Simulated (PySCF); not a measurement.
An unknown is described by computed data only.

Formula: C5H10N2Si.

* Dipole: 3.33 D [PBE0/pcSseg-1]
* 1H NMR: chemical shifts (computed TMS as zero) by class: 7.20 (1 H), 6.81 (1 H), 5.12 (3 H), 2.97 (2 H), 1.25 (3 H) ppm [GIAO PBE0/pcSseg-1]
* NMR, other nuclei: isotropic shieldings of nuclei other than C and H, by class: -42 (1 N), 101 (1 N), 406 (1 Si) ppm [GIAO PBE0/pcSseg-1]
* Rotational structure: rotational constants A, B, C: 1.982, 1.907, 1.057 GHz [GFN2-xTB]
* 13C NMR: chemical shifts (computed TMS as zero) by class: 157.9 (1 C), 136.4 (1 C), 126.4 (1 C), 26.9 (1 C), 18.2 (1 C) ppm [GIAO PBE0/pcSseg-1]

The electronic properties come from PySCF, for the isolated species, density fitting. Levels stand in brackets. Isolated species at its GFN2-xTB geometry (one conformer only). NMR values are class means; diastereotopic atoms form classes of their own.

**Question.** What is the compound? Reason from the data.

**Answer.** Numbering: `[CH3:1][CH2:2][c:3]1[n:4][cH:5][cH:6][n:7]1[SiH3:8]`. Its formula, C5H10N2Si, gives 3 degrees of unsaturation: 1 ring and 2 π bonds in the structure found (Kekulé form). 5 carbons fall into 5 classes; from least to most shielded: substituted aromatic carbon [C3] (157.9 ppm), aromatic CH next to a ring nitrogen [C5] (136.4 ppm), aromatic CH next to a ring nitrogen [C6] (126.4 ppm), benzylic-type carbon [C2] (26.9 ppm), methyl carbon [C1] (18.2 ppm). Hydrogen classes from least to most shielded: 1 H on an aromatic CH next to a ring nitrogen, C5 (7.20 ppm), 1 H on an aromatic CH next to a ring nitrogen, C6 (6.81 ppm), 3 H on an SiH3 silicon, Si8 (5.12 ppm), 2 H on a benzylic-type carbon, C2 (2.97 ppm), 3 H on a methyl carbon, C1 (1.25 ppm). The other shieldings belong to: -42 ppm, pyridine-type nitrogen [N4]; 101 ppm, pyrrole-type nitrogen [N7]; 406 ppm, SiH3 silicon [Si8]. The optimised geometry has point group C1 and is an asymmetric top. Structure: `c1cnc(CC)n1[SiH3]`. Computed isomers that give other values at the same levels: `C[C@@H]1CN[Si@@H](C#N)C1` (13C chemical shifts (computed TMS as zero) by class: 126.1 (1 C), 57.2 (1 C), 36.8 (1 C), 22.4 (1 C), 22.1 (1 C) ppm); `Cc1cnn([SiH3])c1C` (13C chemical shifts (computed TMS as zero) by class: 148.2 (1 C), 146.0 (1 C), 120.8 (1 C), 11.4 (1 C), 10.9 (1 C) ppm); `CCC/C(C#N)=N/[SiH3]` (rotational constant A: 2.388 GHz; this holds for the one conformer computed). The assignments are read from this structure; whether some other isomer fits the data as well wasn't checked.

Shape of the structure used: `[CH3:1][CH2:2][c:3]1[n:4][cH:5][cH:6][n:7]1[SiH3:8]`: C1–C2–C3–N4 -105°.
